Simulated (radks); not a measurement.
Isoelectronic series with 27 electrons, all held in the configuration [Ar] 3d7 4s2, which need not be the ground one along the series. Method: Dirac Kohn-Sham, PBE, spin-unpolarised, spherical densities, finite nucleus; open shells fill j = l - 1/2 first; Fermi nuclear charge, rms radius of each element as measured or else 0.836 A^(1/3) + 0.57 fm; computed with a radial shooting solver on a logarithmic mesh with Libxc functionals. Total energies (hartree) and mean radii <r> (bohr):

ion    E (hartree)   4s1/2   3d5/2
Co     -1393.18236   2.894   1.075
Ni+    -1519.99227   2.409  0.9280
Cu2+   -1652.94605   2.100  0.8274
Zn3+   -1792.02941   1.878  0.7515
Ga4+   -1937.24145   1.706  0.6912
Ge5+   -2088.58955   1.568  0.6414
As6+   -2246.08649   1.453  0.5993
Se7+   -2409.74774   1.356  0.5631
Br8+   -2579.59220   1.273  0.5315
Kr9+   -2755.64053   1.200  0.5035
Rb10+  -2937.91561   1.135  0.4786
Sr11+  -3126.44168   1.078  0.4563
Zr13+  -3522.35240  0.9792  0.4176
Nb14+  -3729.79283  0.9368  0.4008
Mo15+  -3943.59615  0.8980  0.3853
